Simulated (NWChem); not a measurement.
Species: Ga cation, singlet

Computed with NWChem. Pople sets run with spherical d functions. Low-valent species are run as closed-shell singlets; no triplet was tried in these runs. Static field.

```tsv
level	basis functions	isotropic polarisability (bohr³)	anisotropy (bohr³)	relative time
PBE0/6-31G*	32	18.8	0.0	1
PBE0/def2-SVP	32	18.9	0.0	1
PBE0/def2-SVPD	38	19.0	0.0	1
PBE0/def2-TZVP	48	19.3	0.0	3
PBE0/aug-cc-pVDZ	36	19.0	0.0	10
PBE0/def2-TZVPD	54	19.1	0.0	2
PBE0/aug-cc-pVTZ	59	19.2	0.0	30
```

Relative times are rough (shared machine, one core).
